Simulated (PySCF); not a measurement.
Molecule: `InChI=1S/C2H7ClSi2/c1-2-4-5-3/h2H,1,4-5H2`.

Cartesian coordinates in Å; atom numbers follow the order of the lines, from 1:
```xyz
12

C    -2.0197    1.2522   -0.1833
C    -1.2276    0.4483    0.5085
Si   -0.1475   -0.9072   -0.2292
Si    2.0873   -0.3235   -0.0126
Cl    3.0939   -1.7264    1.0549
H    -2.6128    2.0279    0.2780
H    -2.1127    1.1676   -1.2541
H    -1.1807    0.5832    1.5839
H    -0.5227   -1.0790   -1.6396
H    -0.4838   -2.1604    0.4636
H     2.3233    0.9410    0.6902
H     2.8043   -0.2242   -1.2864
```

Frames of a GFN2-xTB Langevin trajectory at 300 K; GIAO PBE0/pcSseg-1 shieldings in PySCF 2.14.0 with density-fitted response routines, gas phase, non-relativistic; equivalent atoms averaged within each frame.

References, each an isolated molecule treated in the same way: 13C (σ = 186.93 ppm) and 29Si (σ = 349.16 ppm) and 1H (σ = 31.72 ppm) vs TMS; HCl for 35Cl (σ = 949.78 ppm). The references are static minima.

Question: How do the shifts (ppm) fluctuate along the trajectory?

Answer: 
```tsv
time (fs)	C1	C2	Si4	Si3	Cl5	H7	H8	H6	H11/H12	H9/H10
250	146.3	143.0	-29.8	-66.4	-86	6.46	6.42	5.96	5.70	4.88
425	149.9	140.9	-0.8	-79.5	-69	6.31	6.66	7.35	6.08	4.13
625	144.2	137.5	-33.0	-53.4	-103	6.29	6.65	6.53	5.73	5.15
800	146.4	132.9	-27.3	-82.2	-95	5.97	6.55	6.53	5.35	4.31
1000	141.1	130.1	-20.5	-84.3	-97	6.08	6.17	6.24	5.43	4.54
mean of frames	145.6	136.9	-22.3	-73.1	-90	6.22	6.49	6.52	5.66	4.60
standard deviation	3.2	5.4	12.9	13.0	13	0.20	0.20	0.52	0.29	0.42
```

5 frames give an uncertainty of the mean of about the standard deviation over 2.2 at best, since frames this close in time may not be independent; classical motion lacks zero-point vibration, and the reference would need the same averaging.
